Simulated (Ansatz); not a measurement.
F2GeH, SMILES `[F][GeH][F]` radical. Charge 0, multiplicity 2. The structure was optimised at the PBE0-D4/def2-TZVP level.

```xyz
4

F    -0.120    0.407   -1.521
Ge    0.113    0.436    0.195
F    -1.310   -0.330    0.819
H     1.316   -0.513    0.507
```

Task: What is the dipole moment at ωB97M-V/def2-TZVPP? (Estimate.)

Result: The calculation gave: 2.51 D, with components (1.97, 0.88, 1.28) D in this frame, pointing from negative to positive charge.

Task: And with PBE, r2SCAN, B3LYP? (Estimate.)

Result: Ansatz gave: PBE 2.24 D, r2SCAN 2.35 D, B3LYP 2.47 D.

Task: Give the Mulliken charges with ωB97M-V, B3LYP, r2SCAN in def2-TZVPP. (Best estimate.)

Result: The calculation gave: 
| atom | ωB97M-V | B3LYP | r2SCAN |
| --- | --- | --- | --- |
| F1 | -0.35 | -0.35 | -0.35 |
| Ge2 | 0.69 | 0.71 | 0.71 |
| F3 | -0.35 | -0.35 | -0.35 |
| H4 | 0.01 | 0.00 | -0.01 |

B3LYP here is the variant with VWN-RPA as its local correlation; programs differ in this.
